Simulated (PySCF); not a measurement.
C8H10OS, SMILES COc1ccc(SC)cc1, singlet at its GFN2-xTB optimised geometry (Å):

```
20

C     -3.0408    -2.3804    -0.0091
O     -1.6360    -2.3193    -0.0013
C     -1.0395    -1.0928     0.0000
C     -1.7121     0.1255     0.0015
C     -0.9975     1.3078     0.0004
C      0.3921     1.3033    -0.0015
S      1.1869     2.8850    -0.0020
C      2.9558     2.4848    -0.0793
C      1.0660     0.0892     0.0000
C      0.3545    -1.0928     0.0000
H     -3.4595    -1.9078    -0.9037
H     -3.2894    -3.4406    -0.0135
H     -3.4696    -1.9130     0.8834
H     -2.7896     0.1693     0.0028
H     -1.5193     2.2528     0.0008
H      3.2539     1.9379     0.8106
H      3.1689     1.9193    -0.9818
H      3.4696     3.4406    -0.1131
H      2.1431     0.0469     0.0016
H      0.8680    -2.0413     0.0003
```

Computed with PySCF with PBE0/def2-SVP. Cells within 0.4 Å of a nucleus heavier than hydrogen are left out (blank, or x).

Map of the log10 of the electron density (e/bohr³), floored at −4 on the plane z = 0.0 Å:

```
|000000000000000000000000000|
|000000000000001221100100000|
|000000000000123443322322000|
|000000000001245555444553200|
|000000001112356777556765310|
|000000012333467888778975310|
|000000134555468xx8888875310|
|0000002467765689x888x875310|
|00000024688877888778x875310|
|00000124689988x876677764200|
|0000134568xx9xx876556543100|
|000135677898889987654432000|
|000246888x98678xx8865320000|
|000246889x87668xx9975310000|
|000235678998788988764200000|
|0012445578xx89x876543100000|
|0024566568xx9xx875321000000|
|013578878998788875310000000|
|013578x89x97668975310000000|
|01357xx89x97556664200000000|
|013578877886434443100000000|
|003579865665322221000000000|
|002467754433100000000000000|
|001345542110000000000000000|
|000123321000000000000000000|
|000001000000000000000000000|
|000000000000000000000000000|
```
Scale: ten equal steps from -4.00 (start of '0') to -0.200 (end of '9'), in the order '0123456789'; x runs from -5.50 to 5.50, y from -5.50 (bottom) to 5.50 (top).
